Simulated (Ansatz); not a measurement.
Born–Oppenheimer molecular dynamics of C2H4BClS (9 atoms, charge 0, multiplicity 1). It starts from a relaxed structure.

All numbers below come from RKS B3LYP-D4/STO-3G in Ansatz 0.2.0.

```json
{
 "ensemble": "NVT, Nosé–Hoover chain",
 "time step": "0.5 fs",
 "steps asked": "400",
 "set temperature": "400 K",
 "thermostat": "time constant 100 fs, chain length 3 (defaults)",
 "seed": "43276"
}
```

First frame:

```xyz
9
Properties=species:S:1:pos:R:3
B 0.054 -0.083 -2.084
S 0.128 1.064 -0.767
C 0.243 0.029 0.712
C -0.402 0.317 1.852
Cl 1.364 -1.402 0.670
H -0.047 0.373 -3.155
H 0.103 -1.236 -1.911
H -1.080 1.178 1.908
H -0.275 -0.286 2.759
```

(1) How far do the bonds stretch over the last three quarters of this one trajectory? (Pairs bonded in most of those frames.)

Answers

(1) 
| bond | mean (Å) | spread (Å) | shortest | longest |
| --- | --- | --- | --- | --- |
| B1–S2 | 1.757 | 0.036 | 1.68 | 1.82 |
| B1–H6 | 1.173 | 0.012 | 1.15 | 1.20 |
| B1–H7 | 1.171 | 0.018 | 1.13 | 1.20 |
| S2–C3 | 1.816 | 0.024 | 1.78 | 1.86 |
| C3–C4 | 1.342 | 0.010 | 1.32 | 1.37 |
| C3–Cl5 | 1.822 | 0.025 | 1.78 | 1.87 |
| C4–H8 | 1.101 | 0.024 | 1.06 | 1.15 |
| C4–H9 | 1.100 | 0.025 | 1.06 | 1.14 |

Mean temperature of the second half: 300 K. The conserved energy stayed within 0.25 meV per atom of its start (net change 0.17 meV per atom), so the integration is sound. The mean temperature of the second half is 25 % below the set value. A run of 0.2 ps of so small a system gives no equilibrium averages. Limits of this set-up: minimal basis.

The run took 5.2 min on 1 thread of Intel(R) Xeon(R) 6975P-C (Granite Rapids), with other jobs on the host, peak memory 0.11 GiB.
